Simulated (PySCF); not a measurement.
Molecule: `C1(F)=CC/1=C(\C)F`, C5H4F2.

Bonds (- single, = double, # triple, : aromatic): C1-C2, C2-F3, C2=C4, C4-C5, C5=C6, C6-F7, C6-C4. C1 carries H8, H9, H10; C5 carries H11. Stereochemistry as in C/C(F)=C1C=C\1F.

Frames of a GFN2-xTB Langevin trajectory at 600 K; GIAO PBE0/pcSseg-1 shieldings in PySCF 2.14.0 with density-fitted response routines, gas phase, non-relativistic; equivalent atoms averaged within each frame.

Scale: $^{13}$C (σ = 186.93 ppm), $^{1}$H (σ = 31.72 ppm) vs TMS; $^{19}$F (σ = 170.95 ppm) against CFCl3 (reference shieldings calculated alike). The references are static minima.

Task: How do the shifts (ppm) fluctuate along the trajectory?

Result: 
```
         time (fs)     C6     C2     C4     C5    C1      F7      F3   H11  H8/H9/H10
               250  177.9  141.0  105.9   98.8  16.4   -98.6  -148.7  5.32       2.18
               425  151.9  136.6  100.6   96.5  33.8  -113.8  -128.6  4.92       3.65
               625  166.9  131.1  111.6  105.6  16.2   -85.9  -166.5  6.61       1.76
               800  172.1  148.0  115.6  106.7  18.1  -101.6  -141.9  8.30       2.78
              1000  151.0  134.8  111.6   98.4  16.8  -100.6  -160.9  6.36       1.71
    mean of frames  164.0  138.3  109.1  101.2  20.2  -100.1  -149.3  6.30       2.41
standard deviation   12.1    6.5    5.9    4.6   7.6     9.9    15.1  1.32       0.81
```

5 frames give an uncertainty of the mean of about the standard deviation over 2.2 at best, since frames this close in time may not be independent; classical motion lacks zero-point vibration, and the reference would need the same averaging.
